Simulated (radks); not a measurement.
Task: All-electron atom: Ga III in [Ar] 3d10 4s1. Calculated with a radial shooting solver on a logarithmic mesh with Libxc functionals: non-relativistic Kohn-Sham, PBE, spin-polarised, spherical densities, point nucleus; open shells are filled with parallel spins first. Some entries of the table are withheld. Estimate them.

orbital  occ.  eigenvalue (hartree)  <r^2> (bohr^2)  <r> (bohr)
1s up       1             -371.6092        0.003273     0.04943
1s down     1             -371.6070        0.003273     0.04943
2s up       1             -46.01637         0.05781      0.2215
2s down     1             -46.01591         0.05781      0.2215
2p up       3             -40.85447         0.04522      0.1922
2p down     3             -40.85363         0.04522      0.1922
3s up       1              -6.00859             (1)      0.6629
3s down     1              -6.00573             (2)      0.6624
3p up       3              -4.33433             (3)      0.6842
3p down     3              -4.33058             (4)      0.6833
3d up       5              -1.46733          0.8246         (5)
3d down     5              -1.45838          0.8052         (6)
4s up       1              -0.96457           5.018       2.101
4s down     0              -0.91297           4.982       2.093

Result: 
(1) 3s up <r^2> (bohr^2): 0.5073
(2) 3s down <r^2> (bohr^2): 0.5064
(3) 3p up <r^2> (bohr^2): 0.5521
(4) 3p down <r^2> (bohr^2): 0.5502
(5) 3d up <r> (bohr): 0.7979
(6) 3d down <r> (bohr): 0.7901
